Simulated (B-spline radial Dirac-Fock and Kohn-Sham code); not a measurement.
# X-ray lines that fill the 2s vacancy in Gd

System: atomic gadolinium, configuration 1s2 2s2 2p6 3s2 3p6 3d10 4s2 4p6 4d10 4f7 5s2 5p6 5d1 6s2.

The run's input, task.json:

```json
{"items": [{
  "Z": 64,
  "q": 0,
  "cfg": [[1, 0, 2], [2, 0, 2], [2, 1, 6], [3, 0, 2], [3, 1, 6], [3, 2, 10], [4, 0, 2], [4, 1, 6], [4, 2, 10], [4, 3, 7], [5, 0, 2], [5, 1, 6], [5, 2, 1], [6, 0, 2]],
  "A": 158,
  "rrms": 5.1569,
  "do": ["binding", "quiet", "decay"],
  "holes": ["K", "L1", "L2", "L3", "M1", "M2", "M3", "M4", "M5", "N1", "N2", "N3", "N4", "N5"]
}]}
```

Command: `python xray_run.py task.json out`

Method: independent-particle radiative and Coulomb Auger rates from relativistic LDA hole-state orbitals, with Dirac-Fock energies. Computed with an atomic code on a B-spline grid.

| line | multipole | energy (eV) | width (meV) | share (%) | tabulated share (%) |
| --- | --- | --- | --- | --- | --- |
| L1-L2 | E1 | 450.7 | 0.139 | 0.0347 | – |
| L1-L3 | E1 | 1138.4 | 5.01 | 1.25 | 1.18 |
| Lβ4 (L1-M2) | E1 | 6689.3 | 125 | 31.1 | 31.2 |
| Lβ3 (L1-M3) | E1 | 6832.7 | 178 | 44.5 | 44.6 |
| L1-M4 | E2 | 7164.0 | 2.71 | 0.677 | 0.666 |
| L1-M5 | E2 | 7194.4 | 4.05 | 1.01 | 0.997 |
| Lγ2 (L1-N2) | E1 | 8069.7 | 29.7 | 7.40 | 7.41 |
| Lγ3 (L1-N3) | E1 | 8101.4 | 44.2 | 11.0 | 11.0 |
| L1-N4 | E2 | 8229.4 | 0.361 | 0.0901 | – |
| L1-N5 | E2 | 8235.0 | 0.557 | 0.139 | – |
| L1-O2 | E1 | 8358.3 | 4.49 | 1.12 | 1.09 |
| Lγ4 (L1-O3) | E1 | 8362.7 | 6.56 | 1.64 | 1.58 |

The listed lines hold 100.0 % of the radiative rate. The radiative width is 0.401 eV in the length form and 0.402 eV in the velocity form; the two differ because the transition energies are not eigenvalue differences of the potential that gave the orbitals. Tabulated shares: Scofield radiative rates as tabulated in xraylib 4.2.
